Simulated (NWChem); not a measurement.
SiF₂, singlet; SMILES F[Si]F

Program: NWChem. Pople sets run with spherical d functions. Low-valent species are run as closed-shell singlets; no triplet was tried in these runs. Structure relaxed at the B3LYP/6-31G* (spherical d) level. Static field.

For level PBE/Sadlej pVTZ:

| Property | Value |
|---|---|
| isotropic polarisability (bohr³) | 30.3 |
| anisotropy (bohr³) | 2.1 |

**Question.** Estimate the same quantities for level PBE/6-31+G*.

**Answer.** isotropic polarisability (bohr³): 28.2
anisotropy (bohr³): 3.4
